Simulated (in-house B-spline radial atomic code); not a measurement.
Configurations of the neodymium ion Nd³⁺, with energies counted from [Xe] 4f3. Level of theory: Dirac-Hartree-Fock, average of configuration, Fermi nucleus of rms radius 4.9123 fm; calculated with a B-spline radial code for spherical atoms. Energies include first-order Breit, QED and recoil terms.

Occupations are held fixed; configurations that lie above the ionisation limit could autoionise.

| configuration | E - E(ref) (eV) | highest orbital | its <r> (bohr) |
| --- | --- | --- | --- |
| [Xe] 4f2 6s1 | 11.005 | 6s1/2 | 3.268 |
| [Xe] 4f2 6d1 | 22.365 | 6d5/2 | 5.049 |
| [Kr] 4d10 4f3 5s2 5p5 5d1 | 24.273 | 5d5/2 | 2.277 |
| [Xe] 4f2 7d1 | 27.88 | 7d5/2 | 8.414 |
| [Xe] 4f2 9d1 | 32.411 | 9d5/2 | 17.35 |
| [Xe] 4f2 7g1 | 32.494 | 7g7/2 | 15.78 |
| [Kr] 4d10 4f3 5s2 5p5 6d1 | 38.933 | 6d5/2 | 5.117 |
| [Kr] 4d10 4f3 5s2 5p5 8s1 | 44.511 | 8s1/2 | 9.342 |
| [Kr] 4d9 4f4 5s2 5p6 | 121.41 | 4f7/2 | 0.9293 |
| [Kr] 4d9 4f3 5s2 5p6 5g1 | 150.52 | 5g7/2 | 6.832 |

Problem. Order these further configurations by energy, lowest first.
A. [Kr] 4d10 4f3 5s2 5p5 6g1
B. [Xe] 4f2 9g1
C. [Kr] 4d9 4f3 5s2 5p6 8s1
D. [Kr] 4d9 4f3 5s2 5p6 9g1
E. [Kr] 4d9 4f3 5s2 5p6 6g1

Solution. B (34.256 eV), A (47.254 eV), C (150.37 eV), E (153.18 eV), D (156.55 eV).

Problem. How far above the reference does [Kr] 4d10 4f3 5s2 5p5 9g1 lie?

Solution. 50.624 eV; its least bound orbital is 9g7/2 with <r> = 27.74 bohr.

Problem. How far above the reference does [Kr] 4d9 4f3 5s2 5p6 8g1 lie?

Solution. 155.84 eV; its least bound orbital is 8g7/2 with <r> = 21.38 bohr.

Problem. How far above the reference does [Xe] 4f2 8p1 lie?

Solution. 29.128 eV; its least bound orbital is 8p3/2 with <r> = 10.35 bohr.

Problem. One of these lies 30.89 eV from the reference. Which?
A. [Xe] 4f2 6p1
B. [Xe] 4f2 6g1
C. [Kr] 4d9 4f3 5s2 5p6 7g1

Solution. B.
